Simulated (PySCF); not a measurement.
BFH (calculated)

All values are calculated (PySCF 2.14.0). Calculation on a computer-drawn molecule: vertical ionisation energy to the stated ion spin, frozen-core CCSD(T) at the basis limit and cheaper methods, single-reference cases, UHF for radicals, no spin-orbit; all values are single points at the evaluated structure, the first of each entry, which is the reference or a displaced copy of it and isn't optimised; the reference structure only sets the zero of the energies above reference; triples share is (T) over the correlation energy.

Common to all runs: charge 1; multiplicity 1; ion multiplicity 2; diffuse functions no; basis cc-pVnZ; reference is the Hartree-Fock double-zeta minimum; best is HF at quadruple zeta + MP2 correlation extrapolated from triple and quadruple zeta + CCSD(T) minus MP2 at triple zeta; basis step is the size of the change from the same recipe one zeta lower.

(1) BFH

Evaluated structure:
```xyz
3
BFH
B     -1.2153     2.9404    -2.4319
F     -2.0262     2.0451    -2.4121
H     -0.4144     3.8030    -2.4489
```

Reference structure:
```xyz
3
BFH
B     -1.2105     2.9413    -2.4325
F     -2.0317     2.0476    -2.4137
H     -0.4154     3.8066    -2.4507
```

```
ionisation energy best                    : 26.24 eV
ionisation energy basis step              : 0.004067 eV
energy above reference best               : 0.02102 kcal/mol
energy above reference basis step         : 0.06476 kcal/mol
ionisation energy Koopmans at triple zeta : 26.54 eV
ionisation energy EOM CCSD at triple zeta : 26.38 eV
total energy HF triple zeta               : -124.4570 hartree
total energy CCSD(T) triple zeta          : -124.7943 hartree
total energy best                         : -124.8520 hartree
T1 diagnostic at triple zeta              : 0.01629
D1 diagnostic at triple zeta              : 0.03498
ion T1 diagnostic at triple zeta          : 0.02654
ion D1 diagnostic at triple zeta          : 0.05706
ion spin squared at triple zeta           : 0.7524
triples share at triple zeta              : 0.02971
basis functions triple zeta               : 74
```

Drawn bonds:
```
atom  other atom  order
   1           2      1
   1           3      1
```

Triple zeta:
```
 method  ionisation energy (eV)  energy above reference (kcal/mol)
     HF                   25.42                            -0.1004
    PBE                    25.9                             0.1074
 r2SCAN                      26                            0.04785
  B3LYP                    26.3                            0.03779
  wB97X                   26.27                            0.05165
    MP2                   25.94                            0.08298
   CCSD                    26.2                            0.03881
CCSD(T)                   26.14                             0.0713
```

(2) BFH

Evaluated structure:
```xyz
3
BFH
B     -1.1850     2.9850    -2.4853
F     -2.0098     2.0345    -2.3844
H     -0.3857     3.8549    -2.5085
```

Reference structure:
```xyz
3
BFH
B     -1.2105     2.9413    -2.4325
F     -2.0317     2.0476    -2.4137
H     -0.4154     3.8066    -2.4507
```

```
ionisation energy best                    : 26.28 eV
ionisation energy basis step              : 0.0002966 eV
energy above reference best               : 2.069 kcal/mol
energy above reference basis step         : 0.502 kcal/mol
ionisation energy Koopmans at triple zeta : 26.63 eV
ionisation energy EOM CCSD at triple zeta : 26.43 eV
total energy HF triple zeta               : -124.4517 hartree
total energy CCSD(T) triple zeta          : -124.7917 hartree
total energy best                         : -124.8487 hartree
T1 diagnostic at triple zeta              : 0.01793
D1 diagnostic at triple zeta              : 0.03865
ion T1 diagnostic at triple zeta          : 0.03261
ion D1 diagnostic at triple zeta          : 0.08924
ion spin squared at triple zeta           : 0.7522
triples share at triple zeta              : 0.03097
basis functions triple zeta               : 74
```

Drawn bonds:
```
atom  other atom  order
   1           2      1
   1           3      1
```

Triple zeta:
```
 method  ionisation energy (eV)  energy above reference (kcal/mol)
     HF                   25.52                              3.243
    PBE                   25.73                              1.207
 r2SCAN                   25.89                              1.839
  B3LYP                   26.34                              1.939
  wB97X                   26.28                              1.787
    MP2                   25.99                              1.674
   CCSD                   26.26                              1.987
CCSD(T)                   26.18                              1.699
```

(3) BFH

Evaluated structure:
```xyz
3
BFH
B     -1.1850     2.9850    -2.4853
F     -1.9680     2.0827    -2.3895
H     -0.3857     3.8549    -2.5085
```

Reference structure:
```xyz
3
BFH
B     -1.2105     2.9413    -2.4325
F     -2.0317     2.0476    -2.4137
H     -0.4154     3.8066    -2.4507
```

```
ionisation energy best                    : 26.19 eV
ionisation energy basis step              : 0.00458 eV
energy above reference best               : 0.2916 kcal/mol
energy above reference basis step         : 0.1761 kcal/mol
ionisation energy Koopmans at triple zeta : 26.46 eV
ionisation energy EOM CCSD at triple zeta : 26.32 eV
total energy HF triple zeta               : -124.4569 hartree
total energy CCSD(T) triple zeta          : -124.7938 hartree
total energy best                         : -124.8515 hartree
T1 diagnostic at triple zeta              : 0.01602
D1 diagnostic at triple zeta              : 0.03441
ion T1 diagnostic at triple zeta          : 0.02606
ion D1 diagnostic at triple zeta          : 0.06112
ion spin squared at triple zeta           : 0.7524
triples share at triple zeta              : 0.0295
basis functions triple zeta               : 74
```

Drawn bonds:
```
atom  other atom  order
   1           2      1
   1           3      1
```

Triple zeta:
```
 method  ionisation energy (eV)  energy above reference (kcal/mol)
     HF                   25.36                           -0.01066
    PBE                   25.84                             0.5113
 r2SCAN                   25.94                             0.3652
  B3LYP                   26.24                             0.3369
  wB97X                   26.21                             0.3713
    MP2                   25.88                             0.4681
   CCSD                   26.15                             0.3461
CCSD(T)                   26.09                             0.4307
```

(4) BFH

Evaluated structure:
```xyz
3
BFH
B     -1.1850     2.9850    -2.4853
F     -2.0359     2.0044    -2.3812
H     -0.3857     3.8549    -2.5085
```

Reference structure:
```xyz
3
BFH
B     -1.2105     2.9413    -2.4325
F     -2.0317     2.0476    -2.4137
H     -0.4154     3.8066    -2.4507
```

```
ionisation energy best                    : 26.32 eV
ionisation energy basis step              : 0.004079 eV
energy above reference best               : 5.944 kcal/mol
energy above reference basis step         : 0.8788 kcal/mol
ionisation energy Koopmans at triple zeta : 26.71 eV
ionisation energy EOM CCSD at triple zeta : 26.26 eV
total energy HF triple zeta               : -124.4440 hartree
total energy CCSD(T) triple zeta          : -124.7860 hartree
total energy best                         : -124.8425 hartree
T1 diagnostic at triple zeta              : 0.01916
D1 diagnostic at triple zeta              : 0.04136
ion T1 diagnostic at triple zeta          : 0.04058
ion D1 diagnostic at triple zeta          : 0.131
ion spin squared at triple zeta           : 0.7521
triples share at triple zeta              : 0.03188
basis functions triple zeta               : 74
```

Drawn bonds:
```
atom  other atom  order
   1           2      1
   1           3      1
```

Triple zeta:
```
 method  ionisation energy (eV)  energy above reference (kcal/mol)
     HF                   25.62                              8.078
    PBE                    25.6                              4.441
 r2SCAN                   25.76                              5.555
  B3LYP                   26.01                              5.721
  wB97X                   26.36                              5.484
    MP2                   26.04                              5.304
   CCSD                   26.31                              5.857
CCSD(T)                   26.21                              5.335
```

(5) BFH

Evaluated structure:
```xyz
3
BFH
B     -1.1481     2.9575    -2.4730
F     -2.0145     2.1997    -2.3673
H     -0.3524     3.9058    -2.5478
```

Reference structure:
```xyz
3
BFH
B     -1.2105     2.9413    -2.4325
F     -2.0317     2.0476    -2.4137
H     -0.4154     3.8066    -2.4507
```

```
energy above reference basis step : ?
ion spin squared at triple zeta   : ?
T1 diagnostic at triple zeta      : ?
```

Drawn bonds:
```
atom  other atom  order
   1           2      1
   1           3      1
```

(6) BFH

Evaluated structure:
```xyz
3
BFH
B     -1.1809     2.9632    -2.4910
F     -2.0240     2.0603    -2.3881
H     -0.2718     4.0012    -2.3927
```

Reference structure:
```xyz
3
BFH
B     -1.2105     2.9413    -2.4325
F     -2.0317     2.0476    -2.4137
H     -0.4154     3.8066    -2.4507
```

```
T1 diagnostic at triple zeta     : ?
total energy CCSD(T) triple zeta : ?
energy above reference best      : ?
```

Drawn bonds:
```
atom  other atom  order
   1           2      1
   1           3      1
```

Q: Estimate the energy above reference basis step of BFH (entry 5).
A: 0.7357 kcal/mol

Q: BFH (entry 5): T1 diagnostic at triple zeta?
A: 0.01486

Q: Give the table of triple zeta values for BFH (entry 5).
A: 
Triple zeta:
```
 method  ionisation energy (eV)  energy above reference (kcal/mol)
     HF                   24.73                              4.094
    PBE                   25.33                              5.528
 r2SCAN                   25.38                              5.206
  B3LYP                   25.67                              5.124
  wB97X                   25.64                               5.23
    MP2                   25.32                              5.824
   CCSD                   25.58                              5.253
CCSD(T)                   25.53                               5.55
```

Q: What T1 diagnostic at triple zeta does the calculation give for BFH (entry 6)?
A: 0.01735

Q: Estimate the total energy CCSD(T) triple zeta of BFH (entry 6).
A: -124.7777 hartree

Q: What energy above reference best does the calculation give for BFH (entry 6)?
A: 10.74 kcal/mol

Further results for BFH (entry 5):

```
ionisation energy best                    : 25.63 eV
ionisation energy basis step              : 0.0052 eV
energy above reference best               : 4.96 kcal/mol
ionisation energy Koopmans at triple zeta : 25.79 eV
ionisation energy EOM CCSD at triple zeta : 25.74 eV
total energy HF triple zeta               : -124.4503 hartree
total energy CCSD(T) triple zeta          : -124.7856 hartree
total energy best                         : -124.8441 hartree
D1 diagnostic at triple zeta              : 0.03187
ion T1 diagnostic at triple zeta          : 0.02273
ion D1 diagnostic at triple zeta          : 0.05422
ion spin squared at triple zeta           : 0.7522
triples share at triple zeta              : 0.02863
basis functions triple zeta               : 74
```

Further results for BFH (entry 6):

```
ionisation energy best                    : 24.73 eV
ionisation energy basis step              : 0.006467 eV
energy above reference basis step         : 0.1833 kcal/mol
ionisation energy Koopmans at triple zeta : 24.8 eV
ionisation energy EOM CCSD at triple zeta : 24.86 eV
total energy HF triple zeta               : -124.4365 hartree
total energy best                         : -124.8349 hartree
D1 diagnostic at triple zeta              : 0.03727
ion T1 diagnostic at triple zeta          : 0.02691
ion D1 diagnostic at triple zeta          : 0.06017
ion spin squared at triple zeta           : 0.752
triples share at triple zeta              : 0.03085
basis functions triple zeta               : 74
```

Triple zeta:
```
 method  ionisation energy (eV)  energy above reference (kcal/mol)
     HF                   23.84                              12.77
    PBE                   24.41                              8.872
 r2SCAN                   24.46                              10.37
  B3LYP                   24.75                              10.57
  wB97X                    24.7                              10.44
    MP2                    24.4                              11.18
   CCSD                   24.69                              10.81
CCSD(T)                   24.63                              10.52
```
